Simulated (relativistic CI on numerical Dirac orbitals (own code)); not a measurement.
# Line list: Electric-dipole lines, Si II

Computed by Dirac-Coulomb-Breit CI, separate exchange-only KLI orbitals for each configuration, model QED (radiative potential, 1s self-energy scaled to tabulated hydrogen-like ionisation energies), valence Slater integrals scaled by 0.85, configuration energies shifted to the measured levels that pair with them (semi-empirical) (own radial code, finite nucleus).

Configurations in the expansion (outside the closed core [Ne]): 3s²3p, 3s3p², 3s²4s, 3s²3d, 3s²4p, 3s²5s, 3s²4d, 3s²4f, 3s²5p, 3s3p3d, 3s²5d, 3s²5f, 3s²5g, 3s3p4s, 3p³, 3s3p4p, 3p3d², 3p²4s, 3s4s², 3p²3d, 3s3d4s, 3s3d². Levels of other configurations are missing.

| λ vac (Å) | Lower | Upper | A (s⁻¹) | gf | Branching (%) |
| --- | --- | --- | --- | --- | --- |
| 992.54 | 3s²3p ²P°3/2 [2] | 3s²4d ²D5/2 [17] | 1.32e+09 | 1.17e+00 | 91.1 |
| 1192.9 | 3s²3p ²P°1/2 [1] | 3s3p² ²P1/2 [14] | 2.84e+09 | 1.21e+00 | 65.7 |
| 1194.1 | 3s²3p ²P°3/2 [2] | 3s3p² ²P3/2 [15] | 3.64e+09 | 3.11e+00 | 84.0 |
| 1235.3 | 3s3p² ⁴P1/2 [3] | 3s3p3d ⁴D°3/2 [45] | 1.04e+09 | 9.50e-01 | 32.3 |
| 1235.8 | 3s3p² ⁴P1/2 [3] | 3s3p3d ⁴D°1/2 [44] | 2.51e+09 | 1.15e+00 | 77.4 |
| 1236.4 | 3s3p² ⁴P3/2 [4] | 3s3p3d ⁴D°5/2 [46] | 1.92e+09 | 2.64e+00 | 59.7 |
| 1236.9 | 3s3p² ⁴P3/2 [4] | 3s3p3d ⁴D°3/2 [45] | 1.89e+09 | 1.73e+00 | 58.7 |
| 1238.6 | 3s3p² ⁴P5/2 [5] | 3s3p3d ⁴D°7/2 [47] | 3.25e+09 | 5.98e+00 | 100.0 |
| 1238.9 | 3s3p² ⁴P5/2 [5] | 3s3p3d ⁴D°5/2 [46] | 1.30e+09 | 1.79e+00 | 40.3 |
| 1242.8 | 3s3p² ⁴P3/2 [4] | 3p³ ⁴S°3/2 [43] | 1.31e+09 | 1.21e+00 | 33.3 |
| 1245.4 | 3s3p² ⁴P5/2 [5] | 3p³ ⁴S°3/2 [43] | 1.98e+09 | 1.84e+00 | 50.4 |
| 1245.5 | 3s3p² ⁴P1/2 [3] | 3s3p3d ⁴P°3/2 [41] | 9.93e+08 | 9.23e-01 | 60.8 |
| 1248.6 | 3s3p² ⁴P3/2 [4] | 3s3p3d ⁴P°5/2 [39] | 8.25e+08 | 1.16e+00 | 51.1 |
| 1251.2 | 3s3p² ⁴P5/2 [5] | 3s3p3d ⁴P°5/2 [39] | 7.90e+08 | 1.11e+00 | 48.9 |
| 1260.1 | 3s²3p ²P°1/2 [1] | 3s²3d ²D3/2 [10] | 2.37e+09 | 2.26e+00 | 84.6 |
| 1264.2 | 3s²3p ²P°3/2 [2] | 3s²3d ²D5/2 [11] | 2.78e+09 | 4.00e+00 | 100.0 |
| 1343.3 | 3s3p² ⁴P5/2 [5] | 3s3p4s ⁴P°5/2 [37] | 7.26e+08 | 1.18e+00 | 69.6 |
| 1399.0 | 3s3p² ²D5/2 [7] | 3s3p3d ²P°3/2 [48] | 1.08e+09 | 1.27e+00 | 84.6 |
| 4132.9 | 3s²3d ²D3/2 [10] | 3s²4f ²F°5/2 [20] | 1.94e+08 | 2.98e+00 | 57.1 |
| 4134.8 | 3s²3d ²D5/2 [11] | 3s²4f ²F°7/2 [19] | 2.07e+08 | 4.25e+00 | 61.1 |
| 5042.5 | 3s²4p ²P°1/2 [12] | 3s²4d ²D3/2 [18] | 1.08e+08 | 1.65e+00 | 7.4 |
| 5057.4 | 3s²4p ²P°3/2 [13] | 3s²4d ²D5/2 [17] | 1.30e+08 | 2.98e+00 | 8.9 |
| 6349.2 | 3s²4s ²S1/2 [8] | 3s²4p ²P°3/2 [13] | 6.57e+07 | 1.59e+00 | 57.3 |
| 7851.3 | 3s²4d ²D3/2 [18] | 3s²5f ²F°5/2 [28] | 5.07e+07 | 2.81e+00 | 31.8 |
| 7851.3 | 3s²4d ²D5/2 [17] | 3s²5f ²F°7/2 [27] | 5.43e+07 | 4.02e+00 | 34.0 |
| 9415.2 | 3s²4f ²F°7/2 [19] | 3s²5g ²G9/2 [30] | 7.70e+07 | 1.02e+01 | 100.0 |
| 9415.4 | 3s²4f ²F°5/2 [20] | 3s²5g ²G7/2 [29] | 7.43e+07 | 7.90e+00 | 96.4 |
| 11718.4 | 3s²5p ²P°1/2 [21] | 3s²5d ²D3/2 [26] | 2.87e+07 | 2.37e+00 | 4.7 |
| 11751.5 | 3s²5p ²P°3/2 [22] | 3s²5d ²D5/2 [25] | 3.44e+07 | 4.28e+00 | 5.6 |
| 16913.0 | 3s²5s ²S1/2 [16] | 3s²5p ²P°3/2 [22] | 1.39e+07 | 2.38e+00 | 13.0 |

Terms are leading LS components. Brackets give the number of a level in order of energy, since labels repeat. The list gives strong lines, with weight on those to low levels, without configurations that were not tied to measured data, without lines whose two gauges differ by over a factor of 2.5, among the lowest 50 of 187 levels, so that lines to higher ones, which can be the strongest, are missing, and without lines across small gaps between configurations, and without 64 lines that miss the measured interval by over 3.5 %, start from a term whose rates miss tabulated ones by over 60 %, have gauges far apart or, lacking measured levels, span too small a gap for the errors found; lines with a level outside our table were not tested and can miss by more. Levels whose partners in the same complex of configurations lie outside the list can be far off, and so can their lines. Rates are taken at the computed energies, electric ones in the length gauge.

Configurations whose levels could be paired with our table of measured levels were shifted onto them, all but the ground configuration, by the median error of their levels; single terms can still be off by 1,000 to 2,000 cm⁻¹ or more, and rates follow the energies as ν³ (E1, M1) or ν⁵ (E2). The others borrow a shift and can be off by several thousand cm⁻¹ or more. The fine structure of a lone outer electron comes out too small, for d and f at times inverted, and misplaced configurations move strength between like terms. 49 of the 49 excited levels that our extract of the measured tables holds in this range could be paired (the sources list more); they are missed by 370 cm⁻¹ on average and 1907 at most, after the shifts were fitted to these levels, and levels without a partner can miss by more.

Q: From the table, what is the radiative lifetime of 3s²4d ²D5/2?

A: The listed rates from this level add up to about 1.45e+09 s⁻¹, 100 % of its decay; with all channels τ = 6.88e-10 s.
